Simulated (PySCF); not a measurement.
Selenium: a sound run and one with changed settings

Sound run: Se⁺ [Ar] 3d10 4s2 4p3, Se²⁺ [Ar] 3d10 4s2 4p2. Computed with PySCF 2.14 in def2-TZVP, with the non-relativistic Hamiltonian (point nucleus). In the sound run the correlated levels freeze [Ar] 3d10. The sound run starts from symmetry-adapted Hartree-Fock orbitals and uses a fine grid where one is needed.

Changed run: a valence shell is frozen. This setting is unsound on purpose.

```csv
species,method,sound run (hartree),changed run (hartree),converged
Se⁺,MP2,-2399.58745,-2399.52824,yes
Se⁺,CCSD(T),-2399.60490,-2399.53311,yes
Se²⁺,MP2,-2398.80297,-2398.75130,yes
Se²⁺,CCSD(T),-2398.82081,-2398.75324,yes
```

Ionisation energy of Se⁺:

```csv
method,sound run (eV),changed run (eV)
UHF,20.843,20.843
MP2,21.347,21.142
SCS-MP2,21.197,20.943
CCSD,21.307,21.216
CCSD(T),21.336,21.221
```

Freezing a valence shell removes pair correlation that changes on ionisation.

For comparison, NIST gives 21.196 ± 0.01 eV between the lowest levels.
